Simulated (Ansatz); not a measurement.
Consider the ligand exchange at the Si–O bond: `N[Si](O)([SiH3])Cl` + HCl → `N[Si]([SiH3])(Cl)Cl` + H₂O.

Calculated with Ansatz (gas phase, PBE0-D4/def2-TZVP geometries, no zero-point term in ΔE). CCSD(T)/CBS adds triple-zeta CCSD(T) − MP2 to the extrapolated MP2 energy (def2 sets, frozen cores). This one scheme is used for every species. DFT in def2-TZVPP. B3LYP here is the variant with VWN-RPA as its local correlation; programs differ in this. HSE06 is defined as in plane-wave codes. One conformer a species, not always the lowest.

| level | ΔE (kJ/mol) | difference from CCSD(T)/CBS |
| --- | --- | --- |
| LDA (SPW92) | 3.7 | 4.8 |
| PBE-D4 | -4.6 | -3.5 |
| revPBE-D4 | -6.2 | -5.1 |
| BLYP-D4 | 1.5 | 2.6 |
| B97M-V | 3.8 | 4.9 |
| PBE0-D4 | -4.1 | -3.0 |
| B3LYP-D4 | 2.1 | 3.2 |
| r2SCANh-D4 | 1.3 | 2.4 |
| r2SCAN0-D4 | 0.9 | 2.0 |
| HSE06-D4 | -4.4 | -3.3 |
| BHLYP-D4 | 3.2 | 4.3 |
| CAM-B3LYP-D4 | 7.8 | 8.9 |
| ωB97X-V | 2.6 | 3.7 |
| B2PLYP | 4.9 | 6.0 |
| PBE-QIDH | -0.9 | 0.2 |
| PBE | -2.2 | -1.1 |
| revPBE | -3.8 | -2.7 |
| BLYP | 6.1 | 7.2 |
| r2SCAN | 2.2 | 3.3 |
| PBE0 | -1.9 | -0.8 |
| B3LYP | 6.2 | 7.3 |
| r2SCANh | 1.9 | 3.0 |
| r2SCAN0 | 1.6 | 2.7 |
| HSE06 | -2.2 | -1.1 |
| BHLYP | 8.1 | 9.2 |
| CAM-B3LYP | 10.4 | 11.5 |
| LC-ωPBE | 3.3 | 4.4 |
| RPA@PBE/def2-TZVPP | 7.2 | 8.3 |
| MP2/def2-SVP | -0.2 | 0.9 |
| CCSD/def2-SVP | 2.3 | 3.4 |
| CCSD(T)/def2-SVP | 1.7 | 2.8 |
| HF/def2-TZVPP | 10.3 | 11.4 |
| MP2/def2-TZVPP | -0.3 | 0.8 |
| SCS-MP2/def2-TZVPP | 3.6 | 4.7 |
| CCSD/def2-TZVPP | 6.9 | 8.0 |
| HF/def2-QZVPP | 10.8 | 11.9 |
| MP2/def2-QZVPP | -3.8 | -2.7 |
| SCS-MP2/def2-QZVPP | 0.2 | 1.3 |
| HF/CBS(def2) | 10.9 | 12.0 |
| CCSD/CBS(def2) | 0.5 | 1.6 |
| CCSD(T)/CBS | -1.1 | 0 |

Largest T1 diagnostic among the species: 0.012.

In def2-TZVPP, CCSD(T) changes the Hartree–Fock value by −4.9 kJ/mol (the triples alone add −1.6 kJ/mol) and MP2 by −10.6 kJ/mol. The D4 term adds −4.2 kJ/mol with B3LYP and −2.2 kJ/mol with PBE0; it sums over pairs of atoms, weighted by their polarisabilities, and B3LYP, whose exchange is more repulsive, gets the larger term. Leaving LDA and LC-ωPBE aside and taking each functional with its dispersion term where it has one, the values spread over 14.1 kJ/mol, from revPBE-D4 to CAM-B3LYP-D4. LDA lies +6.0 kJ/mol from PBE without D4.

CCSD(T)/CBS has its own doubt, a few kJ/mol and more with outer-core shells, so smaller differences from it don't rank the levels.
